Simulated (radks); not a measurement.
Be2+, 2 electrons, occupied as [He]. All-electron calculation, scalar-relativistic Kohn-Sham, PBE, spin-polarised, spherical densities, point nucleus. Program: a radial shooting solver on a logarithmic mesh with Libxc functionals.

Radial electron density D(r) = 4 pi r^2 rho(r):

| r (bohr) | D(r) (e/bohr) |
|---|---|
| 0.01363 | 0.07287 |
| 0.01465 | 0.08347 |
| 0.01587 | 0.09699 |
| 0.0172 | 0.1126 |
| 0.01848 | 0.1287 |
| 0.02002 | 0.1492 |
| 0.02169 | 0.1727 |
| 0.0233 | 0.1969 |
| 0.02525 | 0.2275 |
| 0.02735 | 0.2624 |
| 0.02963 | 0.3024 |
| 0.03184 | 0.3431 |
| 0.03449 | 0.3941 |
| 0.03736 | 0.4519 |
| 0.04015 | 0.5104 |
| 0.04349 | 0.5831 |
| 0.04712 | 0.6647 |
| 0.05063 | 0.7463 |
| 0.05485 | 0.8468 |
| 0.05942 | 0.9581 |
| 0.06386 | 1.068 |
| 0.06917 | 1.201 |
| 0.07494 | 1.347 |
| 0.08053 | 1.488 |
| 0.08724 | 1.656 |
| 0.0945 | 1.834 |
| 0.1016 | 2.004 |
| 0.11 | 2.200 |
| 0.1192 | 2.402 |
| 0.1281 | 2.587 |
| 0.1387 | 2.793 |
| 0.1503 | 2.995 |
| 0.1628 | 3.190 |
| 0.175 | 3.353 |
| 0.1895 | 3.516 |
| 0.2053 | 3.655 |
| 0.2207 | 3.755 |
| 0.239 | 3.831 |
| 0.259 | 3.867 |
| 0.2783 | 3.860 |
| 0.3015 | 3.807 |
| 0.3266 | 3.705 |
| 0.3509 | 3.572 |
| 0.3802 | 3.379 |
| 0.4118 | 3.145 |
| 0.4426 | 2.904 |
| 0.4794 | 2.610 |
| 0.5194 | 2.298 |
| 0.5582 | 2.012 |
| 0.6046 | 1.698 |
| 0.655 | 1.397 |
| 0.7039 | 1.145 |
| 0.7625 | 0.8940 |
| 0.826 | 0.6764 |
| 0.8948 | 0.4950 |
| 0.9616 | 0.3623 |
| 1.042 | 0.2468 |
| 1.128 | 0.1611 |
| 1.213 | 0.1055 |
| 1.314 | 0.06291 |
| 1.423 | 0.03553 |
| 1.529 | 0.02021 |
| 1.657 | 0.01017 |

D(r) has 1 maximum, at r = 0.265 bohr.
